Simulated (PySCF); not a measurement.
Input of a run (PBE0-D3(BJ)/def2-SVP geometry optimisation, gas phase (PySCF 2.14.0)), started from GFN2-xTB:
```
{"job": {"xc": "PBE0", "basis": "def2-SVP", "d3": "d3bj", "grid": 1, "shake": 0.01, "kind": "geom"}, "charge": 0, "multiplicity": 1}
C      0.416650    -1.414160    -0.297820
C      0.448510     0.059370     0.050880
C     -0.632560     0.849850     0.151020
C     -1.982400     0.377230    -0.057000
F     -2.175950    -0.223010    -1.280470
F     -2.376410    -0.571230     0.854070
C      1.848650     0.596590     0.271220
F      1.868120     1.948940     0.522070
H     -0.386850    -1.886090     0.281640
H      1.344320    -1.879010    -0.094260
H      0.152130    -1.503030    -1.350940
H     -0.499310     1.896040     0.417340
H     -2.784180     1.195360     0.006780
H      2.440280     0.440380    -0.614000
H      2.303670     0.095370     1.132230
```

Output (energies in Eh, forces in Eh/bohr):
```
step   0  E = -493.36136702  max force = 0.064781
step   1  E = -493.36729219  max force = 0.019878
step   2  E = -493.36749740  max force = 0.004636
step   3  E = -493.36795434  max force = 0.002995
step   4  E = -493.36808012  max force = 0.001962
step   5  E = -493.36813645  max force = 0.001064
step   6  E = -493.36822400  max force = 0.002998
step   7  E = -493.36838366  max force = 0.007486
step   8  E = -493.36857499  max force = 0.005710
step   9  E = -493.36873514  max force = 0.001913
step  10  E = -493.36880983  max force = 0.002215
step  11  E = -493.36887688  max force = 0.003275
step  12  E = -493.36893244  max force = 0.002508
step  13  E = -493.36896789  max force = 0.001009
step  14  E = -493.36898895  max force = 0.000400
step  15  E = -493.36899312  max force = 0.000261
optimisation converged
```

Task: Summarise the run.

Result: The energy falls by 20.0 kJ/mol over 16 energy and gradient evaluations, the largest force component goes from 0.0648 to 2.6e-04 Eh/bohr, and the atoms move by 0.380 Å rms after alignment. The bond that changes most is C3–C4 (alkene CH carbon to CHF2 carbon), which lengthens by 0.050 Å. Bonds longer at the end by more than 0.005 Å: 5 of 14; shorter: 6. Among the angles that change most is H10–C1–H11, from 111.3° to 106.8°. Among the dihedrals that turn most is H11–C1–C2–C3, from 71° to 124°. The energy never rose by more than 1e-6 Eh on the way. The first step brought 78 % of the lowering.

Task: What are the final bond lengths?

Result: C1–C2 1.496 Å, C2=C3 1.338 Å, C3–C4 1.496 Å, C4–F5 1.359 Å, C4–F6 1.359 Å, C2–C7 1.498 Å, C7–F8 1.365 Å, C1–H9 1.095 Å, C1–H10 1.103 Å, C1–H11 1.103 Å, C3–H12 1.092 Å, C4–H13 1.103 Å, C7–H14 1.106 Å, C7–H15 1.106 Å. Numbering counts from 1 in the input's order; the species is `C/C(=C\C(F)F)CF`.

The run used 147 basis functions and 110 SCF cycles in all.

No PBE0-D3(BJ)/def2-SVP frequencies stand behind this structure, so it isn't proved a minimum. One conformer, not necessarily the lowest.
